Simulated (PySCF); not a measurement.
Point-charge models of m-cresol, `Cc1cccc(O)c1` against its computed dipole.

Coordinates (PBE0-D3(BJ)/def2-SVP, Å) and charges (e) from the PBE0/pcSseg-1 density (PySCF):

```
atom       x       y       z  Mulliken      IAO  Hirshfeld  ESP-fitted
  C1   2.591  -0.074   0.116   -0.1503  -0.4165    -0.1130     -0.5867
  C2   1.095  -0.208   0.117   -0.3202  +0.0283    +0.0091     +0.4858
  C3   0.481  -1.456   0.262   -0.0444  -0.1881    -0.0724     -0.4100
  C4  -0.911  -1.556   0.292   -0.0712  -0.1356    -0.0478     -0.0742
  C5  -1.711  -0.426   0.175   -0.1030  -0.1981    -0.0767     -0.3834
  C6  -1.107   0.826   0.026   +0.1861  +0.2190    +0.0727     +0.5431
  O7  -1.912   1.904  -0.089   -0.3763  -0.4707    -0.1841     -0.5910
  C8   0.286   0.927  -0.003   -0.0845  -0.2309    -0.0885     -0.6455
  H9   2.927   0.706  -0.583   +0.1237  +0.1451    +0.0447     +0.1626
 H10   3.078  -1.018  -0.165   +0.1213  +0.1462    +0.0463     +0.1515
 H11   2.961   0.203   1.117   +0.1399  +0.1524    +0.0458     +0.1645
 H12   1.096  -2.354   0.351   +0.0715  +0.1426    +0.0438     +0.1848
 H13  -1.381  -2.536   0.404   +0.0965  +0.1521    +0.0510     +0.1523
 H14  -2.801  -0.488   0.193   +0.1019  +0.1589    +0.0493     +0.2045
 H15  -1.370   2.694  -0.183   +0.2341  +0.3630    +0.1793     +0.4274
 H16   0.750   1.912  -0.123   +0.0748  +0.1324    +0.0405     +0.2145
```

**Question.** What dipole does each set of charges give (1 e·Å = 4.803 D), and what does the density give?

**Answer.** The full density gives (1.47, 0.87, -0.06) D, 1.71 D in size; dipole vectors point from the negative to the positive end.

| scheme | μx | μy | μz | size (D) | share of the full size (%) | angle to the full dipole (°) |
| --- | --- | --- | --- | --- | --- | --- |
| Mulliken | 2.47 | -0.20 | 0.14 | 2.48 | 145 | 36 |
| IAO | 1.66 | 0.39 | 0.00 | 1.70 | 99 | 17 |
| Hirshfeld | 0.66 | 0.69 | -0.07 | 0.96 | 56 | 16 |
| ESP-fitted | 1.48 | 0.85 | -0.07 | 1.71 | 100 | 1 |

**Question.** Which set comes closest?

**Answer.** Length of the difference vector: ESP-fitted 0.02 D, IAO 0.52 D, Hirshfeld 0.84 D, Mulliken 1.47 D. Closest: ESP-fitted. The schemes that divide the density aren't constrained to reproduce the dipole.

**Question.** What is left for the Hirshfeld atoms' own dipoles?

**Answer.** The Hirshfeld atoms' densities add up to the full density, so μ = Σ q r + Σ (atomic dipoles). The atomic dipoles sum to (1.47, 0.87, -0.06) − (0.66, 0.69, -0.07) = (0.81, 0.18, 0.01) D, 0.84 D in size.

**Question.** With the origin at the mean of the coordinates, (0.255, -0.059, 0.119) Å, which are the largest single terms, by size, of the Mulliken dipole along the direction of the full one?

**Answer.** H11 +1.63, H9 +1.61, O7 +1.55, C1 -1.44, H14 -1.39 D; all 16 atoms together +2.02 D. The single terms depend on the origin, their sum doesn't.

**Question.** Give the size of the full dipole in other units.

**Answer.** 1.71 D = 0.674 au = 0.357 e·Å = 5.71 × 10⁻³⁰ C·m.

The structure is a single PBE0-D3(BJ)/def2-SVP conformer in the gas phase; no vibrational or solvent corrections.

Shape of the structure used: `[CH3:1][c:2]1[cH:3][cH:4][cH:5][c:6]([OH:7])[cH:8]1`: H–O7–C6–C5 180°.
